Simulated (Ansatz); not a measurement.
Reaction R1 + R2 → P1, each structure at its B3LYP-D3(BJ)/def2-TZVP stationary point, reached from a drawn start (curvature not checked).
R1: OH (SMILES [OH]), charge 0, multiplicity 2.
R2: S atom, charge 0, multiplicity 3.
P1: HOS (SMILES [O]S), charge 0, multiplicity 2.

Quantity: the reaction energy.

P less R. No zero-point or thermal terms; open shells are unrestricted; no spin–orbit coupling.

Cores are frozen in the correlated methods.

Run with Ansatz (Gaussian orbitals). All values are computed, each at the level named.

Costs are ratios of core time to PBE/def2-TZVPPD (roughly 4 s), for whole runs (searches for the state included, and forces where a run took them) on one shared machine, so rough; each difference counts from -317.4 kJ/mol (CCSD(T)/aug-cc-pV(T+d)Z, a level with limits of its own).

| level | basis functions | cost |
|---|---|---|
| SVWN5/def2-TZVPPD | 108 | ×0.6 |
| revPBE/def2-TZVPPD | 108 | ×0.9 |
| PBE0/def2-TZVPPD | 108 | ×0.9 |
| PBE/def2-TZVPPD | 108 | ×1 |
| CCSD(T)/aug-cc-pV(D+d)Z | 64 | ×1 |
| BLYP/def2-TZVPPD | 108 | ×1 |
| B3LYP/def2-TZVPPD | 108 | ×1 |
| BHLYP/def2-TZVPPD | 108 | ×1 |
| r2SCAN/def2-TZVPPD | 108 | ×1 |
| MP2/aug-cc-pV(Q+d)Z | 215 | ×2 |
| wB97M-V/def2-TZVPPD | 108 | ×2 |
| wB97X-V/def2-TZVPPD | 108 | ×2 |

Q: Which is the cheapest listed level whose difference stays within 4.2 kJ/mol?

A: none of those listed.

Each difference (kJ/mol): SVWN5/def2-TZVPPD -159.1; revPBE/def2-TZVPPD -41.0; PBE0/def2-TZVPPD -27.4; PBE/def2-TZVPPD -68.0; CCSD(T)/aug-cc-pV(D+d)Z 41.2; BLYP/def2-TZVPPD -40.3; B3LYP/def2-TZVPPD -19.2; BHLYP/def2-TZVPPD 28.2; r2SCAN/def2-TZVPPD -38.4; MP2/aug-cc-pV(Q+d)Z -23.4; wB97M-V/def2-TZVPPD -28.4; wB97X-V/def2-TZVPPD -31.5.

Ansatz is a quantum-chemistry and plane-wave program.
